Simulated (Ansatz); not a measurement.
Geometry optimisation, RKS r2SCAN/6-31G* (Ansatz).

Input file:

```yaml
crystal:
  periodic: [false, false, false]
  atoms:
    - { symbol: C, position_ang: [-1.5514, -0.4623, -0.1758] }
    - { symbol: C, position_ang: [-0.1112, -0.1277, 0.0896] }
    - { symbol: C, position_ang: [0.3298, -1.0254, 1.2419] }
    - { symbol: Si, position_ang: [1.0527, -0.342, -1.4776] }
    - { symbol: Si, position_ang: [0.2145, 1.7246, 0.4295] }
    - { symbol: F, position_ang: [-0.4565, 2.6136, -0.726] }
    - { symbol: H, position_ang: [-1.7268, -1.4671, -0.4544] }
    - { symbol: H, position_ang: [-2.1768, -0.1943, 0.69] }
    - { symbol: H, position_ang: [-1.9944, 0.2078, -0.9675] }
    - { symbol: H, position_ang: [-0.2171, -0.8326, 2.189] }
    - { symbol: H, position_ang: [1.4092, -0.8686, 1.5277] }
    - { symbol: H, position_ang: [0.2622, -2.0808, 1.0247] }
    - { symbol: H, position_ang: [0.846, -1.7504, -1.901] }
    - { symbol: H, position_ang: [2.3776, -0.0486, -1.1544] }
    - { symbol: H, position_ang: [0.4942, 0.459, -2.603] }
    - { symbol: H, position_ang: [-0.4426, 2.1215, 1.7462] }
    - { symbol: H, position_ang: [1.6715, 2.0728, 0.5613] }
basis:
  gaussian: { orbitals: "6-31G*" }
hamiltonian:
  xc: r2scan
relax:
  f_tol: 0.015
  max_steps: 40
output:
  orbitals: {}
```

Run as:

```bash
$ ansatz run input.yaml --threads 2 --pin off --max-ram 3072MiB --backend cpu --events-out ev --progress --plain --runs-dir out
```

**Question.** Where does it end, and by what steps?

**Answer.** The forces met the threshold. The force dipped under the threshold on the way, but the program's further checks kept it going. After 17 steps the energy has fallen by 0.501 eV; H17 moved furthest, 0.49 Å.

| step | energy less start (eV) | largest force component (eV/Å) | accepted |
| --- | --- | --- | --- |
| 0 | 0.0000 | 3.186 | yes |
| 1 | -0.3644 | 0.919 | yes |
| 2 | -0.4746 | 0.441 | yes |
| 3 | -0.4890 | 0.149 | yes |
| 4 | -0.4970 | 0.087 | yes |
| 5 | -0.4980 | 0.075 | yes |
| 6 | -0.4988 | 0.018 | yes |
| 7 | -0.4989 | 0.003 | yes |
| 8 | -0.4991 | 0.020 | yes |
| 9 | -0.4992 | 0.029 | yes |
| 10 | -0.4993 | 0.074 | yes |
| 11 | -0.4995 | 0.064 | yes |
| 12 | -0.4998 | 0.037 | yes |
| 13 | -0.5001 | 0.045 | yes |
| 14 | -0.5003 | 0.040 | yes |
| 15 | -0.5005 | 0.033 | yes |
| 16 | -0.5006 | 0.023 | yes |
| 17 | -0.5007 | 0.011 | yes |

```xyz
17
Properties=species:S:1:pos:R:3
C -1.568 -0.363 -0.196
C -0.071 -0.077 0.056
C 0.451 -0.958 1.216
Si 0.922 -0.441 -1.517
Si 0.164 1.713 0.558
F -0.122 2.684 -0.706
H -1.728 -1.411 -0.491
H -2.158 -0.188 0.715
H -1.982 0.273 -0.989
H -0.090 -0.746 2.151
H 1.522 -0.807 1.408
H 0.300 -2.023 0.993
H 0.930 -1.915 -1.756
H 2.333 0.020 -1.363
H 0.323 0.230 -2.702
H -0.804 2.058 1.638
H 1.559 1.951 1.025
```

Whether the end is a true minimum wasn't checked by a vibrational analysis.

Run time: 2.3 min on 2 threads of Arm Neoverse V1, on a shared host, peak memory 0.21 GiB.
